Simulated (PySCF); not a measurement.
Below is a simulated gas-phase Cl 2p photoelectron spectrum of `[SiH]([SiH3])([SiH3])CCl`.

Every computed line was given a Gaussian of 0.4 eV full width at half maximum and an area set by the number of equivalent atoms (split 2:1 within a doublet); the highest printed point is 100. Method: PySCF, delta-SCF UKS SCAN, pcX-2 on the ionised atom, pcseg-1 elsewhere, spin-free X2C.

binding energy (eV), intensity and a bar:
```
    205.3          1 
    205.4          5 ##
    205.5         18 ######
    205.6         46 ##############
    205.7         80 ########################
    205.8        100 ##############################
    205.9         88 ##########################
    206.0         55 ################
    206.1         24 #######
    206.2          7 ##
    206.3          2 
    206.4          0 
    206.5          0 
    206.6          0 
    206.7          0 
    206.8          0 
    206.9          0 
    207.0          1 
    207.1          5 #
    207.2         15 ####
    207.3         31 #########
    207.4         46 ##############
    207.5         49 ###############
    207.6         37 ###########
    207.7         20 ######
    207.8          7 ##
    207.9          2 #
    208.0          0
```

Count the maxima, the lines and the sites behind this envelope.

The curve has 2 maxima (at 205.8 and 207.5 eV). Under it lie 2 lines from 1 inequivalent chlorine site, drawn as a 2p3/2, 2p1/2 pair.

Decompose the envelope and assign each component. Numbering: `[SiH3:1][SiH:2]([SiH3:3])[CH2:4][Cl:5]`.

| position (eV) | relative area | line | atoms | environment |
| --- | --- | --- | --- | --- |
| 205.81 | 0.67 | Cl 2p3/2 | Cl5 | alkyl chlorine |
| 207.47 | 0.33 | Cl 2p1/2 | Cl5 | alkyl chlorine |

Shake-up satellites, vibrational structure and lifetime widths aren't simulated. 2p3/2 and 2p1/2 are the ΔSCF energy of one spin-free 2p hole plus the eigenvalues of a spin–orbit and ligand-field matrix of the shell. 2p1/2 minus 2p3/2 (ligand field included): Cl 1.65 eV. Geometry: PBE0-D3(BJ)/def2-SVP, one conformer, isolated molecule.

Hardware: one thread, Arm Neoverse N1 (aarch64), no GPU, on a shared host. Cost: 85 s, 0.63 GiB resident at most.

Shape of the structure used: `[SiH3:1][SiH:2]([SiH3:3])[CH2:4][Cl:5]`: Si1–Si2–C4–Cl5 52°.
